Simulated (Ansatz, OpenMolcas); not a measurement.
**WOF4 (SMILES O=[W](F)(F)(F)F): the HOMO–LUMO gap, rung by rung**

WOF4 has 6 atoms, charge 0, and is taken as a singlet. As SMILES, `O=[W](F)(F)(F)F`. The shape is that of a PBE0-D4/def2-TZVP optimisation.

Quantity: the HOMO–LUMO gap, in eV. The values are calculated.

```csv
level,kind,program,value (eV)
HF/def2-SVP (core potential),Hartree–Fock,OpenMolcas,15.62
SVWN5/def2-SVP (core potential),LDA,OpenMolcas,5.05
BLYP/def2-SVP (core potential),GGA,OpenMolcas,5.02
M06-L/def2-SVP (core potential),meta-GGA,OpenMolcas,5.47
TPSS/def2-SVP (core potential),meta-GGA,OpenMolcas,5.19
PBE0/def2-SVP (core potential),global hybrid,Ansatz,7.55
B2PLYP/def2-SVP (core potential),double hybrid,OpenMolcas,10.45
```

The values span 5.02 to 15.62 eV. Orbital gaps aren't excitation energies, and those of double hybrids come from the SCF part alone; they tend to grow with the share of exact exchange.
